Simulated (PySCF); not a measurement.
MoFH5, SMILES [MoH5][F], multiplicity 1.

Coordinates come from a B3LYP-D3(BJ)/def2-TZVP optimisation. The geometry has at least one imaginary mode, so it is a saddle point at that level. The spin state was assumed, not searched. The def2 effective core potentials stand for the cores of Mo; spin–orbit coupling is left out.

Calculation: TDA-PBE/def2-TZVPD run with PySCF.

Vertical excitations; the highest root listed may be one member of a degenerate set.  State labels are in the subgroup C2v.

```tsv
state	symmetry	energy (eV)	λ (nm)	f	main pairs
S1	A1	1.03	1203	0.000	HOMO→LUMO 99 %
S2	B2	2.56	484	0.003	HOMO−1→LUMO (degenerate set)
S3	B1	2.56	484	0.003	HOMO−2→LUMO (degenerate set)
S4	A2	2.70	459	0.000	HOMO−3→LUMO 100 %
S5	B2	3.92	317	0.015	HOMO−4→LUMO, HOMO→LUMO+2 (degenerate set)
S6	B1	3.92	317	0.015	HOMO−5→LUMO, HOMO→LUMO+1 (degenerate set)
S7	A1	4.03	307	0.000	HOMO−6→LUMO 99 %
S8	B1	4.07	305	0.042	HOMO→LUMO+1, HOMO−5→LUMO (degenerate set)
S9	B2	4.07	305	0.042	HOMO→LUMO+2, HOMO−4→LUMO (degenerate set)
S10	A2	5.50	225	0.000	HOMO−1→LUMO+1 50 %, HOMO−2→LUMO+2 50 %
T1	A1	0.20	6301	0	HOMO→LUMO 99 %
T2	B2	2.15	577	0	HOMO−1→LUMO (degenerate set)
T3	B1	2.15	577	0	HOMO−2→LUMO (degenerate set)
T4	A2	2.20	563	0	HOMO−3→LUMO 100 %
```
Triplets are in the Tamm–Dancoff approximation.
